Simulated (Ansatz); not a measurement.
System: CdI, net charge 1, singlet state. SMILES: [Cd+][I]
Geometry from a B3LYP-D3(BJ)/def2-TZVP (Ansatz, a first-principles code) optimisation:
```xyz
2

Cd     0.0000     0.0000    -1.3603
I      0.0000     0.0000     1.2320
```
Charge +1, spin multiplicity 1.

Parts of the frozen-core correlation energy in STO-3G (Ansatz, hartree). Frozen orbitals: 41; correlated occupied orbitals by spin: 9 and 9; virtual: 4 and 4. No spin-orbit coupling. In def2 rows, elements after Kr have scalar-relativistic effective core potentials. STO-3G rows are all-electron and non-relativistic.

```tsv
term	value
reference (HF)	-12262.17816
MP2 opposite-spin	…
MP2 same-spin	…
CCSD correlation	…
(T)	-0.00122
T1 diagnostic	0.018
largest doubles amplitude	0.088
```

**Question.** Fill in the missing entries.

**Answer.** 
- MP2 opposite-spin, value: -0.01403
- MP2 same-spin, value: -0.00277
- CCSD correlation, value: -0.02287
